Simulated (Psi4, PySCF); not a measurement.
The PySCF input:
```python
from pyscf import gto, scf, dft

mol = gto.Mole()
mol.atom = '''
    Al    0.000000    0.000000    0.000000
    H    -0.000000   -0.000000   -1.524591
    H     0.000000    0.000000    1.524591
'''
mol.basis = 'sto-3g'
mol.charge = 1
mol.spin = 0
mol.verbose = 4
mol.build()

mf = dft.RKS(mol)
mf.xc = 'wb97x_v'
mf.grids.atom_grid = (99, 590)
mf.grids.prune = None
mf.kernel()
```

Give the equivalent Psi4 input.

One answer among several that fit: 
```
memory 2 GB

molecule mol {
1 1
  Al    0.000000    0.000000    0.000000
  H    -0.000000   -0.000000   -1.524591
  H     0.000000    0.000000    1.524591
}

set basis sto-3g
set reference rks
set scf_type pk
set puream true
set d_convergence 1e-8
set dft_radial_points 99
set dft_spherical_points 590

energy('wb97x-v')
print_variables()
```

Both were run: PySCF gave -240.420209 Eh and Psi4 -240.420208 Eh, 0.001 mEh apart.
